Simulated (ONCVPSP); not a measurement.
# Pseudopotential generation for B (Z = 5): ONCV, Wu-Cohen, scalar-relativistic.

B, optimised norm-conserving Vanderbilt (ONCV), made with ONCVPSP 4.0.1 (Wu-Cohen, scalar-relativistic). Core [He], reference 2s1.5 (charge +1.5). Waves: 2s: rc 1.60 bohr, ncon 3, nbas 6, qcut 3.7 1/bohr, 1 projector; p scattering state at 0.11 Ha: rc 1.30 bohr, ncon 4, nbas 8, qcut 6.6 1/bohr, 2 projectors, debl 2.3 Ha. Local part: polynomial inside 1.15 bohr (lpopt 5, dvloc0 0 Ha). Core correction: Teter function fitted to the true core (icmod 2), fcfact 0.65.

In the p channel the program set the typed energies aside and used 0.050, 2.350 Ha.

Problem. Does the generator finish with these settings?

Solution. Yes, a potential is produced and its reference levels are reproduced.

Problem. Estimate the cutoffs (Ha) at which the residual kinetic energy of the hardest occupied pseudo-wave falls to 1 and 0.1 mHa per electron.

Solution. 14 Ha and 36 Ha.

Problem. Does the potential have ghost states?

Solution. No bound ghost flagged; no localised positive-energy state flagged.

Problem. Tests: 2s2 2p1; 2s2; 2s1; 2s1 2p1. Which has the largest error in its energy relative to the reference configuration, and how large is it?

Solution. 2s2 2p1, with +44 meV (all-electron minus pseudo) on -19.31 eV.
